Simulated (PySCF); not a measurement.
C₃H₉FSi, SMILES CC[Si@H](C)F.

Geometry: PBE0-D3(BJ)/def2-SVP. The structure was generated by enumeration; whether it is a known compound was not checked. Other conformers were not sampled.

These are SMD-ωB97X/6-31G* (PySCF) values and carry that method's errors.

Solvation free energies are E(SMD) − E(gas) at the gas-phase geometry, for 1 M in both phases. In vacuum the dipole moment is 1.90 D.

Computed solvation free energies in water, toluene, tetrahydrofuran:
```
solvent          ΔG(solv) (kcal/mol)  its non-electrostatic (CDS) part  dipole (D)
---------------  -------------------  --------------------------------  ----------
water                            1.0                               4.2        2.34
toluene                         -2.5                              -1.0        2.10
tetrahydrofuran                 -2.7                              -0.1        2.25
```
